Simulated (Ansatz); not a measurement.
# Molecular dynamics of C5H15ClN2Si

Input:

```yaml
crystal:
  periodic: [false, false, false]
  atoms:
    - { symbol: Si, position_ang: [0.057394, -0.150672, -0.06299] }
    - { symbol: C, position_ang: [0.258397, -0.055636, 1.870648] }
    - { symbol: H, position_ang: [-0.417791, 0.380979, 2.554152] }
    - { symbol: H, position_ang: [0.255632, -1.140593, 2.080333] }
    - { symbol: H, position_ang: [1.299506, 0.17654, 2.177506] }
    - { symbol: "N", position_ang: [1.571658, 0.081742, -0.948142] }
    - { symbol: C, position_ang: [2.26554, -1.165552, -0.612861] }
    - { symbol: H, position_ang: [1.705094, -2.046065, -0.846824] }
    - { symbol: H, position_ang: [3.103529, -1.288098, -1.367178] }
    - { symbol: H, position_ang: [2.541876, -1.128199, 0.440523] }
    - { symbol: C, position_ang: [2.365807, 1.331065, -0.777287] }
    - { symbol: H, position_ang: [2.76486, 1.582233, -1.773525] }
    - { symbol: H, position_ang: [1.734445, 2.12675, -0.390103] }
    - { symbol: H, position_ang: [3.166194, 1.136081, -0.033619] }
    - { symbol: Cl, position_ang: [-1.076355, 1.513641, -0.532736] }
    - { symbol: "N", position_ang: [-0.516851, -1.750236, -0.600689] }
    - { symbol: C, position_ang: [-1.664575, -2.134485, 0.233333] }
    - { symbol: H, position_ang: [-1.326861, -2.347278, 1.230503] }
    - { symbol: H, position_ang: [-2.429683, -1.353612, 0.301057] }
    - { symbol: H, position_ang: [-2.111171, -3.116794, -0.077713] }
    - { symbol: C, position_ang: [-0.809769, -2.000125, -2.047865] }
    - { symbol: H, position_ang: [-1.50967, -1.304059, -2.490661] }
    - { symbol: H, position_ang: [0.13594, -1.961824, -2.687945] }
    - { symbol: H, position_ang: [-1.222556, -3.014603, -2.114751] }
basis:
  gaussian: { orbitals: STO-3G }
hamiltonian:
  xc: cam_b3lyp
  dispersion: d4
md:
  timestep: 0.5
  n_steps: 72
  ensemble: nve
  temperature: 1000.0
  initial_velocities: maxwell_boltzmann
  seed: 993756
```

Run as:

```bash
$ ansatz run input.yaml --threads 2 --pin off --max-ram 3072MiB --backend cpu --events-out ev --progress --plain --runs-dir out
```

It goes on from the last frame of an earlier run, with new velocities.

Output, in part (step lines, the closing report, with atoms numbered from 0):

```
md step     0: t =     0.00 fs  T =  1000.0 K  F+E_penalty+E_count = -28475.38521433 eV  E_kin = 2.843720 eV  conserved = -28472.54149435 eV  (22 SCF iters)
[... lines left out ...]
Total energy: -28474.89886372 eV, -1046.4332322622 hartree
Atom 0 at     0.107464    -0.131067    -0.050756 Å, force    -0.213019     0.814767     2.840075 eV/Å
Atom 1 at     0.220961     0.045313     1.906590 Å, force     0.778383     0.146704    -2.499358 eV/Å
Atom 2 at    -0.660912    -0.328224     2.467385 Å, force     0.579825     0.962218    -0.241338 eV/Å
Atom 3 at     0.972164    -0.690060     1.938196 Å, force     1.302528    -2.110910     1.257757 eV/Å
Atom 4 at     0.820448     0.922189     2.268484 Å, force    -1.773963    -0.223990    -0.254931 eV/Å
Atom 5 at     1.666455    -0.061107    -0.893209 Å, force     1.016174    -1.265611    -0.290077 eV/Å
Atom 6 at     2.607528    -1.250588    -0.789461 Å, force    -0.321822     0.010364     2.259395 eV/Å
Atom 7 at     2.082800    -2.062650    -1.227783 Å, force    -0.669105    -1.656565    -0.690082 eV/Å
Atom 8 at     3.565314    -1.154771    -1.314756 Å, force    -0.140119     0.729891    -0.372816 eV/Å
Atom 9 at     2.896623    -1.594234     0.280068 Å, force    -0.665096     0.953629    -1.439939 eV/Å
Atom 10 at     2.436600     1.175498    -0.784045 Å, force    -2.004753     2.859620     1.547871 eV/Å
Atom 11 at     2.851217     1.655687    -1.652332 Å, force     1.125773    -0.977858    -1.762211 eV/Å
Atom 12 at     1.647302     1.975023    -0.617587 Å, force     1.047554    -0.606032     1.120880 eV/Å
Atom 13 at     3.229399     1.132693     0.000153 Å, force    -0.586847     0.349465    -0.109878 eV/Å
Atom 14 at    -1.191164     1.440181    -0.573034 Å, force     0.206834     0.608865    -0.596137 eV/Å
Atom 15 at    -0.706207    -1.562181    -0.498952 Å, force     0.420417    -1.615103     0.870550 eV/Å
Atom 16 at    -1.779203    -2.274731     0.258563 Å, force    -1.539685    -0.904159    -0.903338 eV/Å
Atom 17 at    -2.089388    -1.804810     1.201259 Å, force     0.878686     0.172349     0.408462 eV/Å
Atom 18 at    -2.727762    -2.173718    -0.335150 Å, force     0.583061    -0.387615     0.072368 eV/Å
Atom 19 at    -1.640476    -3.410087     0.439010 Å, force     0.346274     1.927289    -0.364095 eV/Å
Atom 20 at    -0.805479    -1.666909    -1.953173 Å, force    -0.804608    -0.918961    -2.436309 eV/Å
Atom 21 at    -1.733515    -1.171161    -2.321326 Å, force     0.264756    -0.061055    -0.000287 eV/Å
Atom 22 at     0.048995    -1.155256    -2.392154 Å, force     0.348877     0.652712    -0.128711 eV/Å
Atom 23 at    -0.773984    -2.665380    -2.504812 Å, force    -0.180126     0.539985     1.712149 eV/Å
Dipole moment:     0.427067    -0.486552     0.209789 e Å
```

The steps, from the saved trajectory:

| time (fs) | T (K) | potential energy less start (eV) | conserved less start (meV/atom) |
| --- | --- | --- | --- |
| 0 | 1000 | 0.000 | 0.00 |
| 1 | 877 | 0.358 | 0.39 |
| 2 | 652 | 1.008 | 0.79 |
| 3 | 523 | 1.379 | 0.94 |
| 4 | 565 | 1.256 | 0.80 |
| 5 | 711 | 0.834 | 0.48 |
| 6 | 809 | 0.550 | 0.23 |
| 7 | 771 | 0.663 | 0.52 |
| 8 | 759 | 0.707 | 0.94 |
| 9 | 933 | 0.199 | 0.38 |
| 10 | 1062 | -0.174 | 0.06 |
| 11 | 964 | 0.112 | 0.37 |
| 12 | 761 | 0.699 | 0.76 |
| 13 | 641 | 1.044 | 0.92 |
| 14 | 687 | 0.909 | 0.79 |
| 15 | 833 | 0.485 | 0.45 |
| 16 | 918 | 0.237 | 0.17 |
| 17 | 835 | 0.479 | 0.45 |
| 18 | 733 | 0.782 | 0.90 |
| 19 | 794 | 0.597 | 0.51 |
| 20 | 867 | 0.384 | 0.23 |
| 21 | 800 | 0.580 | 0.45 |
| 22 | 673 | 0.949 | 0.76 |
| 23 | 630 | 1.073 | 0.88 |
| 24 | 736 | 0.768 | 0.77 |
| 25 | 934 | 0.199 | 0.50 |
| 26 | 1089 | -0.248 | 0.24 |
| 27 | 1096 | -0.263 | 0.39 |
| 28 | 1035 | -0.084 | 0.71 |
| 29 | 1039 | -0.098 | 0.50 |
| 30 | 1024 | -0.062 | 0.29 |
| 31 | 887 | 0.332 | 0.43 |
| 32 | 679 | 0.930 | 0.74 |
| 33 | 549 | 1.306 | 0.92 |
| 34 | 582 | 1.207 | 0.81 |
| 35 | 727 | 0.789 | 0.50 |
| 36 | 831 | 0.486 | 0.26 |

All steps were run. The conserved energy stayed within 0.95 meV per atom of its start (net change 0.26 meV per atom), so the integration is sound. A run of 0.036 ps of so small a system gives no equilibrium averages. Limits of this set-up: minimal basis.

The same pairs are bonded in the first frame and the last. Pairs count as bonded within 1.25 times the sum of covalent radii (0.12 Å more for H–H).

Last frame:

```xyz
24
Properties=species:S:1:pos:R:3
Si 0.107 -0.131 -0.051
C 0.221 0.045 1.907
H -0.661 -0.328 2.467
H 0.972 -0.690 1.938
H 0.820 0.922 2.268
N 1.667 -0.061 -0.893
C 2.607 -1.251 -0.789
H 2.083 -2.063 -1.228
H 3.565 -1.155 -1.315
H 2.897 -1.594 0.280
C 2.437 1.175 -0.784
H 2.851 1.656 -1.652
H 1.647 1.975 -0.618
H 3.229 1.133 0.000
Cl -1.191 1.440 -0.573
N -0.706 -1.562 -0.499
C -1.779 -2.275 0.259
H -2.089 -1.805 1.201
H -2.728 -2.174 -0.335
H -1.641 -3.410 0.439
C -0.805 -1.667 -1.953
H -1.734 -1.171 -2.321
H 0.049 -1.155 -2.392
H -0.774 -2.665 -2.505
```

Time of the run: 22 min on 2 threads of Intel(R) Xeon(R) Processor @ 2.50GHz (Skylake/Cascade Lake), with other jobs on the host, peak memory 0.28 GiB.
